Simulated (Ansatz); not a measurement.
Basis-set series for FHIn, SMILES `[F][InH]` radical. The species carries charge 0 and has multiplicity 2. In: def2 effective core potential. Geometry: relaxed with PBE0-D4/def2-TZVP.

| functional | basis | functions | energy (Eh) | HOMO (eV) | LUMO (eV) |
| --- | --- | --- | --- | --- | --- |
| PBE0-D4 | def2-SVP | 45 | -290.38227 | -6.33 | -3.31 |
| PBE0-D4 | def2-QZVPP | 169 | -290.52877 | -6.46 | -3.43 |
| ωB97M-V | def2-SVP | 45 | -290.39278 | -8.30 | -1.64 |
| ωB97M-V | def2-QZVPP | 169 | -290.54302 | -8.48 | -1.83 |

Q: Give the rows for def2-TZVPP. (Estimate.)

A: Ansatz gave: 
```
functional       basis  functions  energy (Eh)  HOMO (eV)  LUMO (eV)
   PBE0-D4  def2-TZVPP         95   -290.52103      -6.44      -3.40
   ωB97M-V  def2-TZVPP         95   -290.53539      -8.45      -1.78
```

HOMO and LUMO are taken over both spins.
